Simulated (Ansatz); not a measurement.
Ansatz (a quantum-chemistry and plane-wave program) input:

Ansatz 0.2 input:
```yaml
crystal:
  periodic: [false, false, false]
  atoms:
    - {symbol: Te, position_ang: [0.25471891, 0.08865069, -0.20027219]}
    - {symbol: C, position_ang: [-1.38025393, -0.47857330, 1.09351974]}
    - {symbol: H, position_ang: [-1.02245318, -1.15527232, 1.86365400]}
    - {symbol: H, position_ang: [-2.10754438, -0.99218006, 0.46527763]}
    - {symbol: H, position_ang: [-1.83386232, 0.40905636, 1.52410392]}
basis:
  gaussian:
    orbitals: def2-SVPD
total_charge: -1
magnetization: {spin_polarized: false}
correlation: {method: ccsd_t, electrons: outside_noble_gas}
```

Task: What final total energy does it print?

Result: -306.90982 Eh (CCSD(T)/def2-SVPD). The basis has 79 functions.

This state (charge -1, singlet) is run at the relaxed geometry of the species with charge 0 and multiplicity 2.
